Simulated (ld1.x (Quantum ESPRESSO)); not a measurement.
**Scattering properties, RRKJ potential for beryllium**

```
Element                 : beryllium
Generator               : ld1.x (Quantum ESPRESSO) 7.5
Type                    : norm-conserving RRKJ (Kleinman–Bylander form)
Functional              : PBEsol
Relativity              : scalar-relativistic
Frozen core             : none
Valence charge          : 4
Reference configuration : 1s2 2s0.5 2p0 (charge +1.5)
Partial waves           : 1s (bound): rc 0.40 bohr; 2p (bound, empty): rc 1.95 bohr
Local potential         : the p channel
Core correction         : none
```

Occupied shells without a wave of their own: 2s. They enter only through the test configuration that unscreens the potential.

The phase is arctan(r·u′/u) with u = r·R(r), unwrapped; energies in Ry, scanned from -11 to 5 Ry. A pole is an energy at which the radial function vanishes at the test radius. The pseudo phase is shifted by a multiple of π to meet the all-electron one at the reference energy, and phase errors are pseudo minus all-electron; the curves can meet again beyond the range given. Levels narrower than the energy grid can be missing from the lists of poles. n/a: not evaluated, since a narrow level or a reset projector energy made the automatic matching unsafe.

```
channel  radius (bohr)  reference energy (Ry)  poles, all-electron  poles, pseudo  unbroken range about the reference energy with phases within 0.05 rad  phase error 1 Ry above the reference energy (rad)
      s           2.16                  -9.10                 0.63           0.44                                                                    n/a                                                n/a
      p           2.16                  -1.02                 0.37           0.40                                                              below 2.1                                             +0.004
```

The potential misses its own reference levels by up to 0.5 eV.

Phases in the p channel:

```json
{"E (Ry)": "-11.00", "all-electron": "1.421", "pseudo": "1.422"}
{"E (Ry)": "-10.52", "all-electron": "1.418", "pseudo": "1.418"}
{"E (Ry)": "-10.04", "all-electron": "1.413", "pseudo": "1.414"}
{"E (Ry)": "-9.56", "all-electron": "1.409", "pseudo": "1.409"}
{"E (Ry)": "-9.08", "all-electron": "1.404", "pseudo": "1.404"}
{"E (Ry)": "-8.60", "all-electron": "1.398", "pseudo": "1.399"}
{"E (Ry)": "-8.12", "all-electron": "1.392", "pseudo": "1.393"}
{"E (Ry)": "-7.64", "all-electron": "1.385", "pseudo": "1.386"}
{"E (Ry)": "-7.16", "all-electron": "1.378", "pseudo": "1.378"}
{"E (Ry)": "-6.68", "all-electron": "1.369", "pseudo": "1.369"}
{"E (Ry)": "-6.20", "all-electron": "1.359", "pseudo": "1.360"}
{"E (Ry)": "-5.72", "all-electron": "1.348", "pseudo": "1.348"}
{"E (Ry)": "-5.24", "all-electron": "1.334", "pseudo": "1.334"}
{"E (Ry)": "-4.76", "all-electron": "1.317", "pseudo": "1.318"}
{"E (Ry)": "-4.28", "all-electron": "1.296", "pseudo": "1.297"}
{"E (Ry)": "-3.80", "all-electron": "1.269", "pseudo": "1.270"}
{"E (Ry)": "-3.32", "all-electron": "1.232", "pseudo": "1.234"}
{"E (Ry)": "-2.84", "all-electron": "1.179", "pseudo": "1.180"}
{"E (Ry)": "-2.36", "all-electron": "1.090", "pseudo": "1.092"}
{"E (Ry)": "-1.88", "all-electron": "0.916", "pseudo": "0.918"}
{"E (Ry)": "-1.40", "all-electron": "0.453", "pseudo": "0.454"}
{"E (Ry)": "-0.92", "all-electron": "-0.641", "pseudo": "-0.641"}
{"E (Ry)": "-0.44", "all-electron": "-1.259", "pseudo": "-1.256"}
{"E (Ry)": "0.04", "all-electron": "-1.483", "pseudo": "-1.478"}
{"E (Ry)": "0.52", "all-electron": "-1.602", "pseudo": "-1.595"}
{"E (Ry)": "1.00", "all-electron": "-1.690", "pseudo": "-1.677"}
{"E (Ry)": "1.48", "all-electron": "-1.773", "pseudo": "-1.752"}
{"E (Ry)": "1.96", "all-electron": "-1.875", "pseudo": "-1.837"}
{"E (Ry)": "2.44", "all-electron": "-2.035", "pseudo": "-1.955"}
{"E (Ry)": "2.92", "all-electron": "-2.363", "pseudo": "-2.158"}
{"E (Ry)": "3.40", "all-electron": "-3.134", "pseudo": "-2.599"}
{"E (Ry)": "3.88", "all-electron": "-3.941", "pseudo": "-3.436"}
{"E (Ry)": "4.36", "all-electron": "-4.286", "pseudo": "-4.048"}
{"E (Ry)": "4.84", "all-electron": "-4.443", "pseudo": "-4.314"}
```
